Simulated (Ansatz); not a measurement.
`CC(C)[O][Cd][OH]` and `CC(C)[O][Ge][Cl]` differ in one atom or group.

Ansatz, PBE0-D4/def2-TZVP geometries, multiplicity 1. Each molecule was computed in one conformer, which needn't be the lowest.

Elements past krypton have def2 core potentials. Scalar relativity is left out up to krypton.

| property | `CC(C)[O][Cd][OH]` |
| --- | --- |
| HOMO–LUMO gap (ωB97M-V/def2-TZVPP) / eV | 10.02 |
| size of the dipole moment (ωB97M-V/def2-TZVPP) / D | 1.81 |
| HOMO–LUMO gap (B3LYP/def2-TZVPP) / eV | 5.41 |
| HOMO energy (PBE/def2-TZVPP) / eV | -5.75 |
| LUMO energy (B3LYP/def2-TZVPP) / eV | -1.61 |
| HOMO–LUMO gap (PBE/def2-TZVPP) / eV | 3.59 |

(1) What does the change do to each property? (Best estimate.)

## Answers

(1) Ansatz gave: 
| property | `CC(C)[O][Ge][Cl]` | shift |
| --- | --- | --- |
| HOMO–LUMO gap (ωB97M-V/def2-TZVPP) / eV | 9.69 | -0.33 |
| size of the dipole moment (ωB97M-V/def2-TZVPP) / D | 1.55 | -0.26 |
| HOMO–LUMO gap (B3LYP/def2-TZVPP) / eV | 5.20 | -0.21 |
| HOMO energy (PBE/def2-TZVPP) / eV | -6.57 | -0.82 |
| LUMO energy (B3LYP/def2-TZVPP) / eV | -2.37 | -0.76 |
| HOMO–LUMO gap (PBE/def2-TZVPP) / eV | 3.68 | 0.09 |

With PBE0 the HOMO falls by 0.54 eV and the LUMO falls by 0.89 eV, so the gap narrows by about 0.35 eV. PBE moves the HOMO by -0.82 eV and ωB97M-V by -0.30 eV. Dipoles are sizes alone; their direction can turn.

B3LYP here is the variant with VWN-RPA as its local correlation; programs differ in this.
